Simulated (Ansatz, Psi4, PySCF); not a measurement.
C$_{2}$H$_{5}$Si (SMILES [CH2][Si]C), doublet, geometry from GFN2-xTB. Base run: CCSD(T)/6-31G* in PySCF.

The PySCF input:
```python
from pyscf import gto, scf, cc

mol = gto.M(
    atom='''
C     1.619531    0.058034   -0.236825
Si    0.027571   -0.315017    0.472483
C    -1.502968    0.337935   -0.469540
H     2.495960   -0.475299    0.103558
H     1.840540    1.092950   -0.474181
H    -1.256943    1.273141   -0.968342
H    -1.816886   -0.374912   -1.228376
H    -2.348043    0.518546    0.190768
''',
    basis='6-31g*',
    charge=0,
    spin=1,
    verbose=4,
)

mf = scf.UHF(mol)
mf.kernel()

mycc = cc.CCSD(mf)
mycc.kernel()
et = mycc.ccsd_t()
print('E(CCSD(T)) = %.10f' % (mycc.e_tot + et))
```

The same geometry, method and basis name were run in Ansatz (a program for electronic structure) and Psi4 and PySCF, at each program's defaults and at the settings that a row names. The base is PySCF at its defaults. Differences at the defaults can come from grids, fitting, cores and function types together.

| code and settings | ΔE vs base (mEh) | basis functions | E (Eh) | SCF cycles | outcome |
|---|---|---|---|---|---|
| PySCF, defaults (exact integrals, spherical functions, all electrons correlated) | 0.000 | 56 | -367.85316 | 20 | converged |
| Psi4, defaults (exact integrals, Cartesian functions, all electrons correlated) | -12.688 | 59 | -367.86585 | 20 | converged |
| Ansatz, defaults (factorised integrals, Cartesian functions, frozen core) | 9.561 | 59 | -367.84360 | - | another SCF solution |
| PySCF, frozen core | 11.538 | 56 | -367.84162 | 20 | converged |
| Psi4, exact integrals, spherical functions, frozen core | 11.538 | 56 | -367.84162 | 20 | converged |
| Ansatz, high accuracy, frozen core, Cartesian functions as the basis file defines them | 9.559 | 59 | -367.84360 | - | another SCF solution |

A guess, shift, damping, solver or small numerical setting can't move a converged solution much, so rows marked as another SCF solution ended in a different state.

Open shells are given as the SCF converged; they aren't shown to be the lowest states, and a large step between rows can be another state.
